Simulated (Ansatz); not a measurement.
Input file for Ansatz (a program for electronic structure): R-CCSD(T)/cc-pV(D+d)Z on CH6Si (SMILES C[SiH3]). The basis file is the Basis Set Exchange's JSON of that set.

Ansatz 0.2 input:
```yaml
crystal:
  periodic: [false, false, false]
  atoms:
    - {symbol: Si, position_ang: [0.00000033, 0.00000000, 0.88805621]}
    - {symbol: H, position_ang: [1.38840185, -0.00000000, 1.41040374]}
    - {symbol: H, position_ang: [-0.69420082, 1.20239126, 1.41040235]}
    - {symbol: H, position_ang: [-0.69420082, -1.20239126, 1.41040235]}
    - {symbol: C, position_ang: [-0.00000004, 0.00000000, -0.98806299]}
    - {symbol: H, position_ang: [0.50991605, 0.88320062, -1.37706746]}
    - {symbol: H, position_ang: [-1.01983260, 0.00000000, -1.37706673]}
    - {symbol: H, position_ang: [0.50991605, -0.88320062, -1.37706746]}
basis:
  gaussian:
    orbitals: cc-pV_D+d_Z.json
magnetization: {spin_polarized: false}
correlation: {method: ccsd_t, electrons: outside_noble_gas}
scf: {lower_state_search: off}
```

It printed:

```
WARN ansatz: RAYON_NUM_THREADS=4 ignored (pool sized by the plan → 4); use --threads N
Functional definition: HF
these checks for a lower state are left out or cut short: stability, starts, cluster_reference, orbital_swaps, neighbouring_geometries, increment
integrals: 0.04 GiB planned
646 factors; integrals over basis functions are off by at most 9.2e-4 eV
mean field: 0.11 GiB planned
mean field evaluation 1: about -8986.5255 eV, gradient 2.1e1 eV
mean field evaluation 2: about -8986.5264 eV, gradient 2.1e1 eV
mean field evaluation 4: about -8987.8788 eV, gradient 2.1e0 eV
mean field evaluation 8: about -8987.8975 eV, gradient 2.3e-4 eV
mean field -8987.89751960 eV, -330.2991416295 hartree, gradient 9.1e-7 eV, S^2 0.000000; 0 other end points of the search recorded, 0 dependent functions left out
6 core orbitals not correlated
reference -8987.89751960 eV, -330.2991416295 hartree; 7, 7 occupied and 54, 54 virtual orbitals, 646 factors
second order -7.03850226 eV of doubles, -0.00000000 eV of singles
coupled cluster: 0.15 GiB planned
cycle   1  -7.90074059 eV  change   -8.6e-1 eV  update   6.3e-2
cycle   2  -8.19643534 eV  change   -3.0e-1 eV  update   2.0e-2
cycle   3  -8.21259623 eV  change   -1.6e-2 eV  update   4.8e-3
cycle   4  -8.21187337 eV  change    7.2e-4 eV  update   1.6e-3
cycle   5  -8.21162339 eV  change    2.5e-4 eV  update   4.1e-4
cycle   6  -8.21156221 eV  change    6.1e-5 eV  update   1.1e-4
cycle   7  -8.21155992 eV  change    2.3e-6 eV  update   2.9e-5
cycle   8  -8.21155972 eV  change    1.9e-7 eV  update   7.5e-6
perturbative correction -0.19102717 eV, -0.0070201189 hartree
Total energy: -8996.30010649 eV, -330.6079310022 hartree
Checks for a lower state left out: stability, starts, cluster_reference, orbital_swaps, neighbouring_geometries, increment
```

The calculation finished and met its thresholds.

Cost: around 1.5 core-seconds (rough).
